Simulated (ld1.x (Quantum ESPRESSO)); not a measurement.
**Cd: one change to an RRKJ potential, before and after**

cadmium, norm-conserving RRKJ (Kleinman–Bylander form), made with ld1.x (Quantum ESPRESSO) 7.5 (PBEsol, scalar-relativistic). Core [Kr], reference 4d10 5s1.75 5p0.25. Waves: 5s (bound): rc 2.25 bohr; 5p (bound): rc 2.20 bohr; 4d (bound): rc 1.60 bohr. Local part: all-electron potential smoothed inside 1.80 bohr (lloc = -2). Core correction: none. rho0 = 0.01.

Change: type TM; local potential all-electron potential smoothed inside 1.40 bohr (lloc = -1); rho0 0.

Cutoffs: the cutoffs (Ry, on a coarse ladder) from which the occupation-weighted sum of valence levels, in a spherical-Bessel basis at the reference potential, stays within 10 and 1 mRy of its value at 400 Ry; they do not see the model core or the augmentation charge, which bear on the density cutoff. Errors are all-electron minus pseudo energies relative to the spin-unpolarised reference configuration.

Problem. How do hardness, ghosts and transferability respond?

Solution. The potential gets harder (60 Ry and 70 Ry → 70 Ry and 110 Ry); a bound ghost appears in p, s, which as a rule spoils a file; of the 7 tests that both files solve, the error grows in 3 and shrinks in 3 by more than 15 % and 0.3 meV (median size 3.3 → 2.5 meV); the range in which the s phases agree widens (upper end 0.6 → 2.8); the range in which the p phases agree widens (upper end 0.6 → at the end of the scan). Several settings change at once here, so the effects cannot be laid on one of them.

```tsv
quantity	base	changed
cutoff, loose	60 Ry	70 Ry
cutoff, tight	70 Ry	110 Ry
loose cutoff by channel (10 mRy a level)	s 18 Ry, p 6 Ry, d 50 Ry	s 8 Ry, p 6 Ry, d 60 Ry
bound ghosts	none	s, p
error for 4d10 5s2 5p0, meV [ΔE -1.15 eV]	+0.2	+0.1
error for 4d10 5s1 5p0, meV [ΔE 8.16 eV]	-0.6	-2.4
error for 4d10 5s0 5p0, meV [ΔE 25.25 eV]	+3.3	-2.8
error for 4d8 5s0 5p0, meV [ΔE 117.29 eV]	-171	-68
error for 4d10 5s1 5p1, meV [ΔE 3.58 eV]	+0.3	-0.7
error for 4d10 5s0 5p2, meV [ΔE 8.62 eV]	+5.1	-2.5
error for 4d9 5s0 5p0, meV [ΔE 63.25 eV]	+23	+45
s: phases at 2.45 bohr within 0.05 rad from the reference energy up to (Ry; the scan ends near 5)	0.6	2.8
p: phases at 2.45 bohr within 0.05 rad from the reference energy up to (Ry; the scan ends near 5)	0.6	to the end of the scan
d: phases at 2.45 bohr within 0.05 rad from the reference energy up to (Ry; the scan ends near 5)	1.6	to the end of the scan
```

Changed file: These tests converged, but a pseudo level misses the all-electron one widely, so the file describes the atom poorly there or has found another state: 4d8 5s0 5p0: empty 5s by 5.6 eV (a node warning on the way). A true bound ghost makes a file unfit for plane-wave use even where its test errors are small: the radial tests pick states by their node count and pass the ghost by.
